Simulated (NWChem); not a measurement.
Species: CH3ClSe; SMILES C[Se]Cl

Results from NWChem. Coordinates come from a PBE0/def2-SVP optimisation. Ions are spin-unrestricted doublets at the neutral geometry; other ion states weren't tried.

**Question.** Predict the results for PBE/def2-SVP. Quantities: vertical ionisation energy, ΔSCF (eV); −ε(HOMO) (eV).

**Answer.** 
| Item | Result |
|---|---|
| vertical ionisation energy, ΔSCF (eV) | 8.60 |
| −ε(HOMO) (eV) | 5.16 |
